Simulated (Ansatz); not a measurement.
TiAl₉, relaxed as a doublet with UKS PBE-D4/def2-SVP in Ansatz, starting from the GFN2-xTB geometry. Force threshold 0.03 eV/Å.

The charge 0 doublet is spin-contaminated (final ⟨S²⟩ up to 0.90, 0.75 for a pure state). The relaxation made no stability test and no search for a lower SCF solution. No other spin state of charge 0 was run. Another isomer (doublet) lies 1.00 eV lower at PBE0-D4/def2-TZVP; other spin states weren't run for this one.

Start:

```tsv
atom	x (Å)	y (Å)	z (Å)
Ti1	-1.029	-0.646	-0.204
Al2	-0.615	-2.510	-0.396
Al3	0.885	1.260	-1.893
Al4	-1.573	1.183	-0.057
Al5	-1.039	-0.442	-2.065
Al6	0.546	-0.316	0.653
Al7	2.706	0.747	0.066
Al8	2.211	-0.241	2.466
Al9	-2.616	-1.166	0.646
Al10	0.523	2.131	0.783
```

(1) Estimate the energy that the relaxation releases and the steps that it takes.

(2) Does the start keep its bonding?

(3) Predict the relaxed structure.

Answers

(1) 1392.7 kJ/mol, in 24 steps; 5.5 min on 4 threads of Arm Neoverse V1 on a shared host. No frequencies were taken in this run, so the end may be a saddle point.

(2) Bonds lost: Al2–Al9, Al4–Al5, Al6–Al7 (atoms count from 1). Bonds formed: Al2–Al3, Al2–Al7, Al6–Al9 (atoms count from 1).

(3) 
```xyz
10

Ti   -1.6679   -0.7019   -0.8136
Al    0.9223   -1.5837   -0.6568
Al    0.2157    0.9607   -1.4128
Al   -1.8619    1.6887    0.1655
Al   -0.3420   -1.3075   -3.0046
Al   -0.0853   -0.3020    1.3627
Al    2.4861    0.6013   -0.0573
Al    2.4869   -1.0852    1.9594
Al   -2.7804   -0.5140    1.5922
Al    0.6265    2.2436    0.8653
```
Bond lengths (bridged metal pairs left out): 15 × Al–Al 2.60 to 2.83 Å; 6 × Al–Ti 2.58 to 2.74 Å.
